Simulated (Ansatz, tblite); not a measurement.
Removing and adding an electron: `C[SiH](C)O[SiH](C)O[Si](C)(C)C`. The state is a singlet with charge 0. Geometry: r2SCAN-D4/def2-SVP. Ansatz, gas phase; energy differences of separate SCF runs; the oxidised species was run as a doublet alone; the reduced species was run as a doublet alone.

The xTB rows come from tblite. HOMO above LUMO, or a gap near zero within one spin, warns that the state may not be the lowest or that an electron is smeared out.

```
           level  −HOMO (eV)  vertical IE (eV)  −LUMO (eV)  vertical EA (eV)  HOMO–LUMO gap (eV)  IE − EA (eV)                                                                   remarks
        GFN1-xTB       11.20             13.11        3.92              2.00                7.28         11.10                                                                         –
        GFN2-xTB       10.48             12.47        4.44              2.29                6.04         10.19                                                                         –
     HF/def2-SVP           –              9.65           –             -4.04                   –         13.69                                              HOMO above zero (-1 doublet)
 PBE-D4/def2-SVP        6.33              8.62       -0.49             -2.05                6.81         10.67  HOMO above zero (-1 doublet), gap within one spin near zero (+1 doublet)
PBE0-D4/def2-SVP        7.76              9.34       -1.32             -2.44                9.08         11.78                                              HOMO above zero (-1 doublet)
```

Relaxing the reduced species (r2SCAN-D4/def2-SVP) changes its energy by -0.78 eV at PBE-D4/def2-SVP, so the adiabatic electron affinity to this nearest minimum is -1.28 eV. At PBE0-D4/def2-SVP it is -1.44 eV. The highest occupied level of the relaxed charge -1 doublet lies above zero (up to 1.82 eV). By energy differences, losing it releases 1.28 eV (each at its own geometry, to the charge 0 singlet, at PBE-D4/def2-SVP).     A HOMO above zero means that the electron is unbound at that level or that self-interaction error raises the level; the energy of removing that electron tells which. Raw xTB energy differences between charge states are shifted by several eV; the methods need an empirical correction for them. Sets without diffuse functions give affinities that are too small. A negative affinity means that the extra electron isn't bound; its size then hangs on the basis.
